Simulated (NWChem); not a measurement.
Program: NWChem. System: OSn, charge 0, spin multiplicity 1, displaced from the optimised geometry.

Job file:

```
start mol
memory heap 100 mb stack 700 mb global 1900 mb
geometry units angstroms nocenter noautoz noautosym
  Sn     0.000000     0.000000     1.632333
  O      0.000000     0.000000    -1.584789
end
basis spherical
  * library def2-svp
end
ecp
  Sn library def2-ecp
end
scf
  rhf
  nopen 0
  maxiter 100
  thresh 1e-7
  semidirect memsize 60000000 filesize 0
end
tce
  freeze core 5
  cr-ccsd(t)
  2eorb
  2emet 13
  thresh 1e-6
  maxiter 100
  tilesize 24
end
task tce energy
```

The output up to the point where the run's verdict is printed (cleaned and shortened):

```
             Northwest Computational Chemistry Package (NWChem) 7.3.0
             --------------------------------------------------------

                                NWChem Input Module
                                -------------------

 Scaling coordinates for geometry "geometry" by  1.889725989
 (inverse scale =  0.529177249)

                             Geometry "geometry" -> ""
                             -------------------------

 Output coordinates in angstroms (scale by  1.889725989 to convert to a.u.)

  No.       Tag          Charge          X              Y              Z
 ---- ---------------- ---------- -------------- -------------- --------------
    1 Sn                  50.0000     0.00000000     0.00000000     1.63233300
    2 O                    8.0000     0.00000000     0.00000000    -1.58478900

 Effective nuclear repulsion energy (a.u.)      65.7951111583

            Nuclear Dipole moment (a.u.)
            ----------------------------
        X                 Y               Z
 ---------------- ---------------- ----------------
     0.0000000000     0.0000000000   130.2745689281


 Summary of "ao basis" -> "" (spherical)
 ------------------------------------------------------------------------------
       Tag                 Description            Shells   Functions and Types
 ---------------- ------------------------------  ------  ---------------------
 *                          def2-svp                  on all atoms

 Summary of "ao basis" -> "ao basis" (spherical)
 ------------------------------------------------------------------------------
       Tag                 Description            Shells   Functions and Types
 ---------------- ------------------------------  ------  ---------------------
 Sn                         def2-svp                10       26   4s4p2d
 O                          def2-svp                 6       14   3s2p1d

                                 NWChem SCF Module
                                 -----------------

  ao basis        = "ao basis"
  functions       =    40
  atoms           =     2
[...]
   43   0.0011589924548  -0.2462655757154     0.0     0.0
   44   0.0011054679906  -0.2463030415993     0.0     0.0
   45   0.0010772807915  -0.2463246496720     0.0     0.0
   46   0.0009714464913  -0.2463366925311     0.0     0.0
   47   0.0009585264473  -0.2463486607394     0.0     0.0
   48   0.0010071000456  -0.2463762088532     0.0     0.0
   49   0.0010698285747  -0.2464022866704     0.0     0.0
   50   0.0011476841069  -0.2464321429428     0.0     0.0
   51   0.0007958199158  -0.2462012835186     0.0     0.0
   52   0.0007339678101  -0.2462300654015     0.0     0.0
   53   0.0006468487909  -0.2462253097873     0.0     0.0
   54   0.0006402616460  -0.2462609592020     0.0     0.0
   55   0.0006043901140  -0.2462581792447     0.0     0.0
   56   0.0005216474443  -0.2462464527529     0.0     0.0
   57   0.0005020972863  -0.2462728258268     0.0     0.0
   58   0.0005206466415  -0.2462868269566     0.0     0.0
   59   0.0005499019440  -0.2463014759083     0.0     0.0
   60   0.0005892932256  -0.2463157215480     0.0     0.0
   61   0.0004217677054  -0.2462075139905     0.0     0.0
   62   0.0003749353965  -0.2462118677858     0.0     0.0
   63   0.0003551966410  -0.2462292630260     0.0     0.0
   64   0.0003373721982  -0.2462305279742     0.0     0.0
   65   0.0003410421328  -0.2462466685773     0.0     0.0
   66   0.0002993396761  -0.2462339961899     0.0     0.0
   67   0.0003056126681  -0.2462415330883     0.0     0.0
   68   0.0003035746971  -0.2462461558229     0.0     0.0
   69   0.0003227791702  -0.2462576907801     0.0     0.0
   70   0.0003416729986  -0.2462630884787     0.0     0.0
   71   0.0002719325663  -0.2462050025444     0.0     0.0
   72   0.0002509387359  -0.2462126613814     0.0     0.0
   73   0.0002364290323  -0.2462196322471     0.0     0.0
   74   0.0002313853304  -0.2462252468079     0.0     0.0
   75   0.0002331336929  -0.2462320249565     0.0     0.0
   76   0.0001817158619  -0.2462144701665     0.0     0.0
   77   0.0001749256115  -0.2462213207179     0.1     0.1
   78   0.0001694593970  -0.2462187909826     0.1     0.1
   79   0.0001779212978  -0.2462294828877     0.0     0.0
   80   0.0001846349096  -0.2462279412849     0.0     0.0
   81   0.0001498226835  -0.2462025002713     0.0     0.0
   82   0.0001415424833  -0.2462081995779     0.0     0.0
   83   0.0001342119739  -0.2462108442505     0.0     0.0
   84   0.0001336894274  -0.2462153393862     0.0     0.0
   85   0.0001354637001  -0.2462180558913     0.0     0.0
   86   0.0001047219918  -0.2462114976457     0.0     0.0
   87   0.0000780667573  -0.2462076113814     0.0     0.0
   88   0.0000815392031  -0.2462096785835     0.0     0.0
   89   0.0000826319005  -0.2462115256704     0.0     0.0
   90   0.0000878435000  -0.2462140552652     0.0     0.0
   91   0.0000760803362  -0.2461994013028     0.0     0.0
   92   0.0000725460272  -0.2462032034883     0.1     0.1
   93   0.0000686659393  -0.2462040622543     0.0     0.0
   94   0.0000689140521  -0.2462068182580     0.0     0.0
   95   0.0000693843495  -0.2462077416043     0.0     0.0
   96   0.0000573517090  -0.2462048866996     0.0     0.0
   97   0.0000484797259  -0.2462034857659     0.0     0.0
   98   0.0000478170220  -0.2462045410069     0.0     0.0
   99   0.0000487137911  -0.2462058389737     0.0     0.0
  100   0.0000512441887  -0.2462070675787     0.0     0.0
  0 ga offset                   0 size_xx_perproc                 250mx    1
 WRITE TENSOR
  filename: ./mol.t1amp.000000
  unit nr:       79
  file size:            250
  rec_mem (KB):     2048
  rec_size:         262144
  number of tasks:            1
  0 ga offset                   0 size_xx_perproc              109400mx    1
 WRITE TENSOR
  filename: ./mol.t2amp.000000
  unit nr:       80
  file size:         109400
  rec_mem (KB):     2048
  rec_size:         262144
  number of tasks:            1
 ------------------------------------------------------------------------
```

Convergence was not reached. The next line reads: ccsd_energy_loc: maxiter exceeded 101. NWChem stopped with the message: ccsd_energy_loc: maxiter exceeded 101.
